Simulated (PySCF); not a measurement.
Molecule: `C=CCC(=C)NC=O`, C6H9NO.

Cartesian coordinates in Å; atom numbers follow the order of the lines, from 1:
```xyz
17

C     2.339    0.164    1.409
C     1.306   -0.426    0.840
C     0.760   -0.051   -0.508
C    -0.608    0.550   -0.356
C    -0.826    1.861   -0.407
N    -1.687   -0.312   -0.103
C    -1.749   -1.664   -0.176
O    -0.865   -2.431   -0.455
H     2.704   -0.133    2.377
H     2.873    0.966    0.926
H     0.787   -1.234    1.338
H     0.696   -0.949   -1.124
H     1.416    0.676   -0.986
H    -1.807    2.286   -0.276
H    -0.023    2.550   -0.583
H    -2.551    0.172    0.101
H    -2.772   -2.013    0.067
```

Frames of a GFN2-xTB Langevin trajectory at 600 K; GIAO PBE0/pcSseg-1 shieldings in PySCF 2.14.0 with density-fitted response routines, gas phase, non-relativistic; equivalent atoms averaged within each frame.

Shifts are taken against calculated references (same method and geometry level): ¹³C (186.93 ppm) and ¹H (31.72 ppm) against TMS; NH3 for ¹⁵N (267.73 ppm); ¹⁷O (336.08 ppm) vs H2O. The references are static minima.

How do the shifts (ppm) fluctuate along the trajectory?

## Answers


```
         time (fs)     C4     C7     C2     C1     C5    C3     N6     O8   H17   H14
               250  164.1  151.1  147.3  113.5  107.2  54.3  165.2  388.8  9.74  6.34
               425  148.5  165.3  159.3  129.9  109.5  53.2  154.7  484.6  9.19  6.20
               625  152.5  168.7  138.4  131.0  127.3  40.2  175.4  466.7  7.74  5.57
               800  156.4  165.3  147.2  128.8  107.7  43.5  171.1  455.0  8.70  4.97
              1000  152.7  158.2  141.5  121.6   97.0  36.3  180.2  428.0  8.98  6.12
    mean of frames  154.8  161.7  146.7  125.0  109.7  45.5  169.3  444.6  8.87  5.84
standard deviation    5.9    7.1    8.0    7.4   11.0   8.0    9.9   37.4  0.74  0.57
```

5 frames give an uncertainty of the mean of about the standard deviation over 2.2 at best, since frames this close in time may not be independent; classical motion lacks zero-point vibration, and the reference would need the same averaging.
